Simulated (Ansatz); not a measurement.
A short molecular-dynamics run on C2H9BS (`[BH3-][S+](C)C`).

```yaml
crystal:
  periodic: [false, false, false]
  atoms:
    - {symbol: B, position_ang: [-0.805773, 1.487485, -0.312357]}
    - {symbol: S, position_ang: [0.402491, 0.048682, -0.727591]}
    - {symbol: C, position_ang: [1.444736, -0.049987, 0.722800]}
    - {symbol: C, position_ang: [-0.600132, -1.414845, -0.498516]}
    - {symbol: H, position_ang: [-0.088248, 2.461476, -0.327267]}
    - {symbol: H, position_ang: [-1.269500, 1.210768, 0.772800]}
    - {symbol: H, position_ang: [-1.595829, 1.455538, -1.228054]}
    - {symbol: H, position_ang: [0.820237, -0.071675, 1.616433]}
    - {symbol: H, position_ang: [2.085525, -0.929903, 0.666396]}
    - {symbol: H, position_ang: [2.056426, 0.851443, 0.730992]}
    - {symbol: H, position_ang: [0.018671, -2.309430, -0.568149]}
    - {symbol: H, position_ang: [-1.107747, -1.358626, 0.464924]}
    - {symbol: H, position_ang: [-1.340459, -1.415725, -1.297712]}
basis:
  gaussian: {orbitals: def2-SVP}
hamiltonian: {xc: {name: revPBE}}
md: {timestep: 2 fs, n_steps: 30, ensemble: nvt_langevin, temperature: 500, initial_velocities: maxwell_boltzmann, friction: 0.01, seed: 766}
```

```sh
$ ansatz run in.yaml --threads 4 --pin off --events-out ev --progress --plain --max-ram 10444MiB
```

```tsv
step	time (fs)	potential energy (eV)	kinetic (eV)	T (K)	conserved (eV)
0	0.0	-13723.7248	0.7756	462	–
1	2.0	-13723.5343	0.6380	380	–
2	4.0	-13723.3418	0.4756	283	–
3	6.0	-13723.2751	0.3607	215	–
4	8.0	-13723.2873	0.3990	237	–
5	10.0	-13723.2610	0.4034	240	–
6	12.0	-13723.3311	0.5291	315	–
7	14.0	-13723.3782	0.5913	352	–
8	16.0	-13723.2723	0.5163	307	–
9	18.0	-13723.2247	0.5431	323	–
10	20.0	-13723.3461	0.6770	403	–
11	22.0	-13723.4046	0.6318	376	–
12	24.0	-13723.2817	0.4793	285	–
13	26.0	-13723.2576	0.4685	279	–
14	28.0	-13723.2005	0.4188	249	–
15	30.0	-13723.1985	0.4323	257	–
16	32.0	-13723.2483	0.4921	293	–
17	34.0	-13723.3692	0.5742	342	–
18	36.0	-13723.3526	0.4839	288	–
19	38.0	-13723.3050	0.4487	267	–
20	40.0	-13723.2934	0.4270	254	–
21	42.0	-13723.1910	0.3412	203	–
22	44.0	-13723.3318	0.4253	253	–
23	46.0	-13723.3382	0.4065	242	–
24	48.0	-13723.3123	0.3984	237	–
25	50.0	-13723.2982	0.4492	267	–
26	52.0	-13723.3741	0.5346	318	–
27	54.0	-13723.3379	0.5265	313	–
28	56.0	-13723.2863	0.4970	296	–
29	58.0	-13723.3500	0.5043	300	–
30	60.0	-13723.3422	0.5280	314	–
```

Velocities are drawn at the set temperature; a run this short doesn't reach equilibrium.

Frames (Å, forces in eV/Å):

```xyz
13
time=0.0 fs
B    -0.806    1.487   -0.312   -0.056    0.069    0.016
S     0.402    0.049   -0.728    0.172    0.370   -0.701
C     1.445   -0.050    0.723    0.109   -0.058    0.089
C    -0.600   -1.415   -0.499   -0.027   -0.149    0.007
H    -0.088    2.461   -0.327    0.248    0.365   -0.021
H    -1.270    1.211    0.773   -0.190   -0.057    0.382
H    -1.596    1.456   -1.228   -0.284    0.010   -0.338
H     0.820   -0.072    1.616   -0.288   -0.006    0.512
H     2.086   -0.930    0.666    0.372   -0.470   -0.008
H     2.056    0.851    0.731    0.332    0.470    0.019
H     0.019   -2.309   -0.568    0.312   -0.509   -0.044
H    -1.108   -1.359    0.465   -0.303   -0.017    0.503
H    -1.340   -1.416   -1.298   -0.398   -0.016   -0.416
13
time=4.0 fs
B    -0.790    1.485   -0.311   -1.007    1.146   -1.470
S     0.405    0.062   -0.702    0.076    0.342   -1.263
C     1.449   -0.052    0.708    1.065   -2.780    0.470
C    -0.596   -1.408   -0.515   -1.245   -0.629   -0.056
H    -0.084    2.568   -0.349   -0.531   -1.055    0.068
H    -1.333    1.196    0.745   -0.033    0.101    0.206
H    -1.623    1.410   -1.353    0.983    0.163    1.240
H     0.830   -0.225    1.615    0.197    0.549    0.081
H     2.002   -1.077    0.528   -0.202    1.788    0.496
H     2.113    0.827    0.725    0.122   -0.046    0.245
H    -0.110   -2.411   -0.541    0.447    0.438   -0.323
H    -1.159   -1.377    0.445   -0.062    0.236   -0.118
H    -1.325   -1.316   -1.364    0.190   -0.253    0.426
13
time=8.0 fs
B    -0.788    1.490   -0.328   -1.431   -0.181    0.598
S     0.405    0.071   -0.683    0.288    0.418   -1.308
C     1.470   -0.085    0.705   -0.583    0.916    1.850
C    -0.598   -1.406   -0.531   -1.548   -0.562    0.722
H    -0.153    2.522   -0.394    0.337    0.150    0.195
H    -1.401    1.179    0.754    0.544    0.402   -0.631
H    -1.535    1.409   -1.299   -0.137    0.010   -0.103
H     0.842   -0.281    1.629    0.515    0.743   -0.366
H     1.901   -1.019    0.497    1.809   -1.713   -0.125
H     2.195    0.779    0.779   -0.555   -0.688    0.026
H    -0.153   -2.443   -0.558    0.335    0.876   -0.236
H    -1.237   -1.341    0.415    0.523    0.056   -0.757
H    -1.279   -1.249   -1.395   -0.097   -0.426    0.134
13
time=12.0 fs
B    -0.802    1.487   -0.336   -0.073   -0.269    1.061
S     0.401    0.077   -0.674    0.628    0.307   -1.128
C     1.489   -0.115    0.716    0.354   -2.601   -0.214
C    -0.619   -1.404   -0.536   -0.081    1.073   -1.116
H    -0.158    2.477   -0.425    0.685    0.822    0.289
H    -1.430    1.215    0.671    0.035    0.132    0.407
H    -1.467    1.432   -1.277   -1.199   -0.184   -1.611
H     0.891   -0.236    1.612   -0.303    0.008    0.808
H     2.009   -1.105    0.476   -0.121    0.937    0.583
H     2.217    0.662    0.837    0.658    1.034   -0.143
H    -0.122   -2.352   -0.644    0.711   -0.774    0.161
H    -1.254   -1.273    0.308   -0.761   -0.241    1.434
H    -1.251   -1.240   -1.408   -0.534   -0.242   -0.531
13
time=16.0 fs
B    -0.818    1.480   -0.324    0.085    1.809   -2.157
S     0.396    0.088   -0.667    0.545    0.143   -0.761
C     1.505   -0.164    0.727    1.543   -0.104    0.558
C    -0.647   -1.386   -0.541   -0.426    0.044   -1.523
H    -0.060    2.532   -0.443   -0.747   -0.917    0.458
H    -1.480    1.281    0.650   -0.231   -0.053    0.742
H    -1.510    1.445   -1.444    0.636   -0.105    1.145
H     0.911   -0.180    1.667    0.202   -0.428   -0.038
H     2.117   -1.105    0.490   -0.764    0.744    0.618
H     2.279    0.668    0.863   -0.928   -0.503   -0.540
H     0.014   -2.300   -0.729   -0.929    0.573    0.852
H    -1.328   -1.222    0.346    0.615   -0.882   -0.365
H    -1.278   -1.252   -1.491    0.400   -0.319    1.010
13
time=20.0 fs
B    -0.829    1.498   -0.332   -0.656    1.208   -0.341
S     0.395    0.106   -0.660    0.271   -0.397    0.016
C     1.537   -0.207    0.743   -1.586    1.743    1.059
C    -0.682   -1.366   -0.559    0.150    0.664    0.323
H    -0.035    2.477   -0.396   -0.574   -0.212    0.190
H    -1.536    1.376    0.738    0.700   -0.051   -0.906
H    -1.471    1.411   -1.472    0.493    0.065    1.180
H     0.998   -0.202    1.726    0.063   -0.475   -0.432
H     2.154   -1.036    0.558    0.829   -2.103   -0.316
H     2.243    0.611    0.844    0.285    0.960   -0.341
H     0.032   -2.182   -0.674   -0.165   -0.915    0.363
H    -1.333   -1.300    0.363    0.591   -0.393   -0.571
H    -1.281   -1.285   -1.471   -0.402   -0.092   -0.222
13
time=24.0 fs
B    -0.852    1.533   -0.338   -0.221   -0.525    2.056
S     0.392    0.120   -0.652    0.013   -0.930    0.567
C     1.561   -0.226    0.757    1.590   -0.577   -0.936
C    -0.716   -1.339   -0.574    1.329   -0.452   -0.351
H    -0.099    2.407   -0.341    0.956    1.816   -0.100
H    -1.501    1.450    0.745    0.290   -0.253   -0.733
H    -1.361    1.366   -1.376   -1.040    0.016   -1.236
H     1.094   -0.271    1.732   -0.710   -0.165    0.656
H     2.249   -1.173    0.600   -1.300    1.446   -0.027
H     2.232    0.669    0.777   -0.140   -0.256   -0.113
H     0.001   -2.177   -0.575   -0.209   -0.501   -0.325
H    -1.299   -1.422    0.337   -0.496    0.405    0.602
H    -1.344   -1.327   -1.478   -0.061   -0.023   -0.058
13
time=28.0 fs
B    -0.879    1.569   -0.330    2.105    1.080   -1.059
S     0.388    0.128   -0.644   -0.094   -0.976    0.611
C     1.598   -0.245    0.753   -0.728    1.451    0.934
C    -0.730   -1.324   -0.593   -0.584   -1.728    0.608
H    -0.074    2.551   -0.317   -0.586   -0.345   -0.265
H    -1.457    1.501    0.675   -0.998   -0.461    1.192
H    -1.363    1.336   -1.437   -0.446    0.337    0.053
H     1.104   -0.347    1.783    0.185    0.383   -1.054
H     2.206   -1.148    0.634    0.221   -0.263   -0.644
H     2.229    0.706    0.721   -0.360   -0.986    0.244
H    -0.079   -2.238   -0.527   -0.145    0.252   -0.724
H    -1.343   -1.493    0.366    0.405    1.040   -0.862
H    -1.439   -1.365   -1.500    1.027    0.217    0.967
13
time=32.0 fs
B    -0.885    1.617   -0.342    0.346    0.618   -0.072
S     0.381    0.128   -0.634   -0.126   -1.083    0.140
C     1.625   -0.249    0.746   -1.842   -0.325   -0.513
C    -0.741   -1.336   -0.591    1.099   -0.592    1.035
H    -0.113    2.654   -0.333   -0.714   -0.866   -0.201
H    -1.534    1.494    0.742    0.287   -0.129   -0.843
H    -1.439    1.359   -1.498    0.266    0.475    1.188
H     1.126   -0.334    1.712   -0.384    0.119    0.492
H     2.216   -1.155    0.589    0.275   -0.224   -0.545
H     2.169    0.662    0.684    1.252    1.105    0.216
H    -0.184   -2.284   -0.558    0.530   -0.097   -0.453
H    -1.360   -1.424    0.294   -0.414    0.650    1.023
H    -1.437   -1.361   -1.398   -0.576    0.348   -1.468
13
time=36.0 fs
B    -0.877    1.666   -0.357   -1.443   -1.681    1.425
S     0.370    0.123   -0.620    0.302   -0.878   -0.526
C     1.632   -0.258    0.727    0.169    0.946   -0.870
C    -0.744   -1.363   -0.581   -1.349    0.758   -0.059
H    -0.238    2.634   -0.353    1.091    1.278   -0.072
H    -1.571    1.486    0.732    0.669    0.046   -1.066
H    -1.482    1.456   -1.404   -0.107    0.016   -0.052
H     1.098   -0.267    1.687    0.071   -0.335    0.342
H     2.255   -1.195    0.487   -0.792    1.126    0.254
H     2.238    0.714    0.679   -0.226   -1.160    0.163
H    -0.223   -2.331   -0.643    0.350    0.011    0.151
H    -1.391   -1.255    0.332    0.417   -0.342   -0.272
H    -1.473   -1.307   -1.458    0.847    0.215    0.583
13
time=40.0 fs
B    -0.877    1.695   -0.344    0.827   -0.004   -0.542
S     0.361    0.117   -0.609    0.595   -0.312   -1.136
C     1.629   -0.255    0.703   -2.139    1.726    1.027
C    -0.764   -1.377   -0.581    0.305    1.078    0.607
H    -0.242    2.738   -0.354    0.394   -0.117    0.001
H    -1.503    1.491    0.609   -0.811   -0.319    1.575
H    -1.539    1.553   -1.339   -0.172   -0.206   -0.650
H     1.056   -0.265    1.698    0.975   -0.462   -0.821
H     2.217   -1.107    0.418    0.318   -1.110   -0.053
H     2.282    0.635    0.698    0.068    0.153    0.023
H    -0.221   -2.350   -0.713   -0.142    0.496    0.574
H    -1.357   -1.148    0.345    0.089   -1.054   -0.353
H    -1.401   -1.235   -1.461   -0.307    0.130   -0.254
13
time=44.0 fs
B    -0.874    1.718   -0.334    0.159    0.498   -0.418
S     0.359    0.105   -0.600    0.309    0.316   -1.251
C     1.600   -0.235    0.697   -0.049   -0.515   -0.608
C    -0.792   -1.371   -0.575    1.295    1.397   -1.000
H    -0.149    2.803   -0.359   -0.569   -1.330    0.167
H    -1.534    1.435    0.659    0.105    0.206    0.262
H    -1.596    1.609   -1.373    0.598   -0.086    0.418
H     1.114   -0.339    1.661   -0.144   -0.258    0.773
H     2.188   -1.128    0.374   -0.385   -0.021    0.265
H     2.332    0.572    0.731    0.066    0.711   -0.078
H    -0.232   -2.310   -0.711   -0.015   -0.099    0.336
H    -1.330   -1.178    0.328   -1.013   -0.615    1.053
H    -1.378   -1.142   -1.480   -0.357   -0.204    0.081
13
time=48.0 fs
B    -0.877    1.744   -0.332   -1.365   -1.810    1.153
S     0.365    0.091   -0.596   -0.553    0.673   -1.144
C     1.572   -0.222    0.688    1.261   -0.570    1.256
C    -0.809   -1.350   -0.578   -0.198    1.150    0.671
H    -0.123    2.660   -0.339    0.570    0.662    0.212
H    -1.577    1.410    0.751    0.958    0.646   -1.187
H    -1.568    1.642   -1.362    0.265   -0.082    0.154
H     1.153   -0.440    1.710   -0.081    0.349   -0.419
H     2.114   -1.165    0.384   -0.115    0.554    0.098
H     2.360    0.614    0.797   -1.156   -0.768   -0.428
H    -0.250   -2.298   -0.658   -0.021   -0.078   -0.120
H    -1.396   -1.277    0.401    0.259   -0.237   -1.100
H    -1.415   -1.107   -1.504    0.177   -0.489    0.853
13
time=52.0 fs
B    -0.888    1.741   -0.318    0.550   -1.125    0.332
S     0.371    0.083   -0.600   -1.483    0.741   -1.049
C     1.549   -0.223    0.692   -1.123   -0.380    1.993
C    -0.835   -1.319   -0.581    1.346   -0.710    1.763
H    -0.041    2.573   -0.260    0.482    0.827    0.077
H    -1.494    1.466    0.690   -0.220    0.036    0.373
H    -1.501    1.672   -1.348   -0.271   -0.031   -0.542
H     1.126   -0.494    1.704   -0.193    0.540   -0.458
H     2.041   -1.119    0.404    1.301   -1.169   -0.570
H     2.228    0.618    0.827    0.307    0.448   -0.251
H    -0.263   -2.281   -0.621   -0.200    0.271   -0.389
H    -1.468   -1.397    0.343    0.198    0.524   -0.314
H    -1.433   -1.145   -1.453   -0.693    0.028   -0.967
13
time=56.0 fs
B    -0.869    1.712   -0.301    2.562    0.727   -0.645
S     0.370    0.082   -0.612   -1.786    0.541   -0.897
C     1.518   -0.229    0.712    1.324   -0.858   -0.487
C    -0.850   -1.294   -0.576   -0.185   -0.069   -1.460
H     0.098    2.587   -0.154   -1.159   -0.641   -0.265
H    -1.458    1.485    0.685   -0.785   -0.266    1.025
H    -1.438    1.703   -1.389   -0.020    0.077    0.065
H     1.049   -0.418    1.660   -0.679   -0.212    1.055
H     2.116   -1.168    0.398   -0.315    1.317    0.511
H     2.125    0.707    0.828    0.007   -0.568   -0.274
H    -0.295   -2.226   -0.637    0.392   -0.715   -0.380
H    -1.547   -1.434    0.243   -0.247    0.691    1.077
H    -1.514   -1.172   -1.499    0.891   -0.025    0.675
13
time=60.0 fs
B    -0.820    1.694   -0.291    0.566    0.134    1.029
S     0.361    0.086   -0.628   -1.313    0.130   -0.574
C     1.507   -0.243    0.725   -1.282    1.057    1.596
C    -0.867   -1.268   -0.591    0.213   -1.770    0.800
H     0.109    2.549   -0.090   -0.802   -0.332   -0.305
H    -1.514    1.460    0.789    0.587    0.136   -1.189
H    -1.387    1.710   -1.412    0.159    0.116    0.584
H     0.922   -0.325    1.723    0.907   -0.325   -1.186
H     2.182   -1.059    0.455    0.172   -0.401    0.186
H     2.045    0.730    0.788    0.229   -0.249    0.007
H    -0.277   -2.236   -0.699   -0.601    0.604    0.131
H    -1.634   -1.380    0.255    1.231    0.590   -0.281
H    -1.506   -1.179   -1.467   -0.067    0.309   -0.799
```

Run time 32 s (4 threads of an Arm Neoverse V1 on a shared host); peak host memory 0.14 GiB.
